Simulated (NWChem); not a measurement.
# heptafluoropropane (C3HF7); SMILES FC(C(F)(F)F)C(F)(F)F

```xyz
11

F     -1.8105    -0.0946     0.0000
C     -0.5222    -0.5147     0.0000
C      0.1409    -0.0262    -1.2887
F     -0.5315    -0.5032    -2.3305
F      1.3933    -0.4672    -1.3582
F      0.1503     1.2965    -1.3693
C      0.1409    -0.0262     1.2887
F      0.1503     1.2965     1.3693
F     -0.5315    -0.5032     2.3305
F      1.3933    -0.4672     1.3582
H     -0.4804    -1.6166     0.0000
```
Atoms are numbered in this order, from 1.

Program: NWChem. Pople sets run with spherical d functions. Coordinates come from a PBE0/def2-SVP optimisation. Total energies compare along this basis series because the functional is fixed.

| level | basis functions | energy (Ha) | highest occupied level (eV) | orbital gap (eV) | dipole (D) |
|---|---|---|---|---|---|
| PBE0/STO-3G | 51 | -801.5601 | -5.13 | 11.97 | 0.71 |
| PBE0/3-21G | 92 | -808.6139 | -10.19 | 11.81 | 1.39 |
| PBE0/6-31G* | 142 | -813.0279 | -10.34 | 12.01 | 1.26 |
| PBE0/6-31+G* | 182 | -813.0749 | -11.02 | 11.16 | 1.47 |
| PBE0/6-311G** | 186 | -813.2682 | … | 11.89 | 1.40 |
| PBE0/6-311++G** | 227 | -813.2909 | -11.10 | 11.01 | 1.52 |

Question: Some entries are withheld; supply them.

Answer: 
- PBE0/6-311G**, highest occupied level (eV): -10.76
